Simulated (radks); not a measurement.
Results of a calculation; reference values are marked as such.
Problem. These are the eigenvalues of the occupied orbitals of an atom or ion with whole-number occupations (hartree). Code: a radial shooting solver on a logarithmic mesh with Libxc functionals. Model: scalar-relativistic Kohn-Sham, PBE, spin-unpolarised, spherical densities, point nucleus.

| orbital | eigenvalue |
|---|---|
| 1s | -2806.319 |
| 2s | -497.6600 |
| 2p | -433.3668 |
| 3s | -122.5372 |
| 3p | -103.7388 |
| 3d | -83.08043 |
| 4s | -32.39358 |
| 4p | -26.22178 |
| 4d | -18.64376 |
| 5s | -11.06157 |
| 4f | -10.18357 |
| 5p | -9.24213 |

Which element is it, and in what charge state? The configuration may be excited.

Solution. Z = 77, iridium, charge +12: Ir12+ in [Kr] 4d10 4f14 5s2 5p3. The list shows which subshells hold electrons but not how many an open one holds; the 1s level, -2806.3 hartree, gives Z - s = 74.9 by -(Z - s)^2/2, which with screening and relativity narrows Z to a few neighbours, and the depths of the outer levels then fix element, charge and occupations together.
